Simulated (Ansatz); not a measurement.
Harmonic frequencies (cm⁻¹) at PBE0-D4/def2-TZVP from Ansatz: 76, 103, 114, 159, 200, 229, 247, 308, 370, 519, 523, 677, 719, 740, 863, 901, 915, 933, 934, 2241, 2259, 2262, 3874, 3884.

Each molecule was computed in one conformer, which needn't be the lowest.

Which molecule is it?
A. `C[CH2][GeH3]`
B. `[OH][GeH2][SiH](O)F`
C. `O[SiH](F)[O][GeH3]`
D. `[OH][Ge]([OH])([F])[SiH3]`

D.
